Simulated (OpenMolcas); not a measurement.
**C I: the spin-orbit constant, worked from levels**

* Program: OpenMolcas 26.06
* Basis: ANO-RCC-VDZP [3s2p1d]
* Scalar Hamiltonian: DKH2, point nucleus
* Active space: 2 electrons in 3 orbitals (2p)
* State averaging: 2S+1 = 3 even, 3 roots; 2S+1 = 1 even, 6 roots
* Spin-orbit coupling: state interaction with AMFI integrals over the reference wave functions, term energies averaged over their components

Methods: CASSCF; SS-CASPT2, IPEA 0.25 Eh, imaginary shift 0.1 Eh (closed shells correlated: 1s 2s). Measured levels: NIST Handbook of Basic Atomic Spectroscopic Data.

**The spin-orbit constant.** For the Hund term ³P of p2, E(J) = (A/2) J(J+1) + constant and ζ = 2S·A = 2A. From J = 0 to J = 2 the energy changes by 3 A.

```json
{"Source": "CASSCF", "E(2) - E(0)": "46.1", "A": "15.4", "ζ": "31"}
{"Source": "SS-CASPT2", "E(2) - E(0)": "46.1", "A": "15.4", "ζ": "31"}
{"Source": "measured", "E(2) - E(0)": "43.4", "A": "14.5", "ζ": "29"}
```

All in cm-1. SS-CASPT2 is off by +6.2 % and CASSCF by +6.2 %. Both methods take the spin-orbit matrix elements from the reference wave functions, so the second can move ζ only through the term energies and any multistate remixing. Second-order mixing with other terms is absorbed into this ζ.

With the s shell closed, the reference lacks s² → p² mixing. Without dynamic correlation excited terms often stand tens of per cent too high (terms of higher spin than the ground term too low), and those without a measured partner can miss by more than the paired ones (holds for CASSCF). Measured partners are found by configuration, term and J. A level has none where our copy of the source lacks it or the pairing is in doubt (some pairs that miss far off the trend of their configuration count as doubtful), and it then counts in no deviation. Only configurations of the active space appear.
